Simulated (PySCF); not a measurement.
dibromo(dichloro)methane (CBr2Cl2), SMILES ClC(Cl)(Br)Br. Atoms are numbered in the order given.

```xyz
5

Cl     0.0000     1.4411    -1.4102
C      0.0000     0.0000    -0.3983
Cl     0.0000    -1.4411    -1.4102
Br    -1.5721     0.0000     0.7191
Br     1.5721     0.0000     0.7191
```
Charge 0, spin multiplicity 1.

The structure is a stationary point at ωB97X-D3(BJ)/def2-SVP.

Two levels are set side by side: PBE/pcSseg-1 (PySCF) and HF/pcSseg-1 (PySCF). GIAO shifts against HCl (³⁵Cl), TMS (¹³C) at the same level; non-relativistic, no solvent, atoms listed together averaged. Without spin–orbit terms, shifts of atoms bonded to Cl or Br come out too high at both levels. Differences are taken from unrounded values.

```
quantity                     PBE
-------------------------  -----
δ(³⁵Cl) of Cl1, Cl3 (ppm)  712.3
δ(¹³C) of C2 (ppm)         142.9
```

These are the PBE values. What does HF give? (The exact figures need the calculation; the answer reports its results.)


```json
[
 {"quantity": "δ(³⁵Cl) of Cl1, Cl3 (ppm)", "HF": "514.4", "PBE minus HF": "197.9"},
 {"quantity": "δ(¹³C) of C2 (ppm)", "HF": "106.1", "PBE minus HF": "36.8"}
]
```

Rough cost on one machine, each run with all the roots and properties that it gave: HF against PBE within a factor of 2.
